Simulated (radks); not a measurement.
Values are calculated unless marked as measured or tabulated.
Task: Neutral selenium, configuration [Ar] 3d10 4s1 4p4 5s1 (not the ground configuration). Level of theory: non-relativistic Kohn-Sham, Tao-Mo meta-GGA, spin-unpolarised, spherical densities, point nucleus; meta-GGA in the generalised Kohn-Sham scheme (a radial shooting solver on a logarithmic mesh with Libxc functionals). Some entries of the table are withheld. Estimate them.

orbital,occ.,eigenvalue (eV),<r^2> (bohr^2),<1/r> (bohr^-1)
1s,2,-12325.41,0.002707,33.52
2s,2,(1),0.04696,(2)
2p,6,-1409.736,0.03649,7.377
3s,2,(3),0.3922,2.426
3p,6,-159.0952,0.4131,2.308
3d,10,-61.2791,0.4893,2.038
4s,1,-22.0979,3.602,(4)
4p,4,(5),5.220,0.6131
5s,1,-1.9715,(6),0.2052
5p,0,-0.7484,68.57,0.1596

Result: 
(1) 2s eigenvalue (eV): -1572.180
(2) 2s <1/r> (bohr^-1): 7.412
(3) 3s eigenvalue (eV): -214.9769
(4) 4s <1/r> (bohr^-1): 0.7373
(5) 4p eigenvalue (eV): -11.1891
(6) 5s <r^2> (bohr^2): 41.21
